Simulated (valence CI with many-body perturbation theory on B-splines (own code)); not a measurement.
Values are calculated unless marked as measured or tabulated.
**Hg65+: what the settings do**

Method: relativistic CI+MBPT: five valence electrons over a frozen Dirac-Fock core [Ne], radial functions for each j: 6 s, 6 p, 5 d, 3 f, 1 g, with the one-electron correlation potential Σ1 (screened to all orders), the two-electron term Σ2, the three-electron term Σ3, Breit, model QED; selected single and double excitations, second order for the rest, scaled by the run's own slope (own B-spline code, finite nucleus).

The last digits are not significant, and no measured levels were compared; by estimate large intervals hold to a few tenths of a per cent, small ones and those within an open d or f shell to about a per cent. Among the levels kept, up to 760 cm⁻¹ of a level comes from second order outside the variational space, and about a tenth of that is noise between levels of different J, which matters for small intervals.

The reference run has the lowest level (3s^2 3p1/2^2 3p3/2) J=3/2 and an ionisation energy of 7348.41 eV. Its largest variational space holds 9999 state functions.

Levels are named by their leading jj configuration (3d3/2^4 stands for four electrons in 3d with j = 3/2), which in mixed levels can hold well under half, so a name can repeat and another be missing. Letters in brackets count levels of one name in rising energy.

Changed runs:
A. selection threshold (hartree) 2e-08 → 1e-06
B. logarithmic knot step 0.27 → 0.4; Breit term on → off
C. cutoff of virtual states (hartree) 12800 → 272000
D. correlating orbitals by l 3 3 3 2 1 → 0 0 0 0 0 (bad on purpose)

Excitation energies of the reference run in cm⁻¹, and shifts in cm⁻¹:

| Level | Reference | A | B | C | D |
| --- | --- | --- | --- | --- | --- |
| (3s^2 3p1/2^2 3d3/2) J=3/2 | 2048800 | +0.3 | +6665 | +42 | +1298 |
| (3s^2 3p1/2^2 3d5/2) J=5/2 | 3112450 | +0.3 | +32183 | +44 | +1569 |
| (3s^2 3p1/2 3p3/2^2) J=3/2 | 4051770 | -0.5 | +48209 | +56 | -1382 |
| (3s^2 3p1/2 3p3/2^2) J=5/2 | 4154900 | -0.5 | +54679 | +56 | -434 |
| (3s^2 3p1/2 3p3/2^2) J=1/2 | 4292680 | +1.6 | +46367 | +57 | +87 |
| (3s 3p1/2^2 3p3/2^2) J=5/2 | 5649580 | +0.3 | +13347 | +69 | -1423 |
| (3s 3p1/2^2 3p3/2^2) J=3/2 | 5903820 | +0.3 | +22385 | +78 | -292 |
| (3s 3p1/2^2 3p3/2^2) J=1/2 | 5931080 | -0.1 | +10421 | +73 | -43 |
| (3s^2 3p1/2 3p3/2 3d3/2) J=5/2 [a] | 6074450 | +0.3 | +61791 | +98 | -162 |
| (3s^2 3p1/2 3p3/2 3d3/2) J=1/2 [a] | 6105740 | -0.7 | +53456 | +98 | -605 |
| (3s^2 3p1/2 3p3/2 3d3/2) J=3/2 [a] | 6110940 | +0.3 | +54550 | +95 | -301 |
| (3s^2 3p1/2 3p3/2 3d3/2) J=7/2 | 6183340 | -0.1 | +68820 | +98 | +978 |
| Ionisation energy (eV) | 7348.41 | +0.00015 | +6.70 | +0.0049 | -0.67 |
